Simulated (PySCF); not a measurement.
Compound: C3H10P2Si2.
SMILES: `P1[SiH2]P[SiH]1C(C)=C`

Method used: TDDFT CAM-B3LYP/def2-SVPD, vertical, gas phase, core orbitals frozen in the response in PySCF 2.14.0, density-fitted response routines. The structure is a single GFN2-xTB conformer in the gas phase; no vibrational or solvent corrections.

Computed states:

| state | E (eV) | f |
| --- | --- | --- |
| S1 | 4.80 | 0.0032 |
| S2 | 4.89 | 0.0012 |
| S3 | 4.95 | 0.0004 |
| S4 | 6.01 | 0.017 |
| S5 | 6.07 | 0.0068 |
| S6 | 6.15 | 0.062 |
| S7 | 6.25 | 0.0081 |
| S8 | 6.42 | 0.0050 |

Broadening: Gaussians 0.4 eV wide at half height, area fixed by f = 4.319×10⁻⁹ ∫ε dν̃. The width is an assumption, not a result. The curve ends short of the highest state used, and states not computed would add to its high-energy end.

(1) What does the envelope look like, and where are its maxima?

(2) Coming from long wavelengths, where does ε first pass 100 L mol⁻¹ cm⁻¹?

(3) On this curve, what absorbance would a 10⁻⁴ mol/L sample give at 266 nm over a 1 cm path?

Answers

(1) 
λ (nm), ε (L mol⁻¹ cm⁻¹) and a bar:
```
    213.2       1398 ##############################
    214.6        965 #####################
    216.1        623 #############
    217.6        386 ########
    219.1        230 #####
    220.6        132 ###
    222.1         73 ##
    223.6         39 #
    225.0         21 
    226.5         11 
    228.0          6 
    229.5          4 
    231.0          5 
    232.5          7 
    234.0         11 
    235.4         17 
    236.9         26 #
    238.4         39 #
    239.9         55 #
    241.4         76 ##
    242.9        101 ##
    244.4        129 ###
    245.8        158 ###
    247.3        190 ####
    248.8        222 #####
    250.3        252 #####
    251.8        278 ######
    253.3        297 ######
    254.8        310 #######
    256.2        314 #######
    257.7        312 #######
    259.2        301 ######
    260.7        284 ######
    262.2        262 ######
    263.7        236 #####
    265.2        208 ####
    266.6        181 ####
    268.1        153 ###
    269.6        127 ###
    271.1        104 ##
    272.6         83 ##
    274.1         65 #
    275.6         50 #
    277.0         38 #
    278.5         29 #
    280.0         21 
    281.5         15 
    283.0         11 
    284.5          8 
    286.0          5 
    287.4          4 
    288.9          2 
    290.4          2 
    291.9          1 
    293.4          1 
    294.9          0
```

Maxima: 256 nm (4.83 eV), ε about 310, made up of S1 (68%) and S2 (24%) (ε in L mol⁻¹ cm⁻¹; maxima over ε = 5, shares over 10%). At its high-energy end, 5.82 eV, the curve is still rising (ε about 1500, from S4, S5 and S6).

(2) At about 271 nm (4.57 eV), 0.23 eV below S1.

(3) 266 nm is 4.661 eV, where ε is about 190 L mol⁻¹ cm⁻¹, so A = ε c l ≈ 0.019 (Beer–Lambert, with the gas-phase spectrum and the assumed width).
